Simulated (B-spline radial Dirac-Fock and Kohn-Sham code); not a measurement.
## Auger parameter of osmium: the M5 level and its strongest M5-NN line

The computed values come from an atomic code on a B-spline grid: multi-electron Dirac-Fock with separately optimised hole states, Breit and Lamb-shift corrections added in first order. The modified Auger parameter α′ is the binding energy plus the kinetic energy of the Auger electron; it does not depend on the energy zero. For free ions it tends to fall with charge, since less charge screens the final holes.

| species | configuration | binding 3d5/2 (eV) | Auger line | kinetic (eV) | α′ (eV) |
| --- | --- | --- | --- | --- | --- |
| Os⁴⁺ | [Xe] 4f14 5d3 6s1 | 2026.3 | N5N5 J=4 | 1307.7 | 3334.0 |
| Os⁵⁺ | [Xe] 4f14 5d3 | 2038.9 | N5N5 J=4 | 1294.4 | 3333.3 |
| Os⁵⁺ (Watson 2.2 Å) | [Xe] 4f14 5d3 | 2006.2 | N5N5 J=4 | 1327.1 | 3333.3 |
| Os⁶⁺ | [Xe] 4f14 5d2 | 2057.4 | N5N5 J=4 | 1275.5 | 3332.8 |
| Os⁷⁺ | [Xe] 4f14 5d1 | 2076.8 | N5N5 J=4 | 1255.8 | 3332.6 |
| Os⁷⁺ (Watson 1.6 Å) | [Xe] 4f14 5d1 | 2013.8 | N5N5 J=4 | 1318.8 | 3332.6 |
| Os⁷⁺ (Watson 2.7 Å) | [Xe] 4f14 5d1 | 2039.5 | N5N5 J=4 | 1293.1 | 3332.6 |
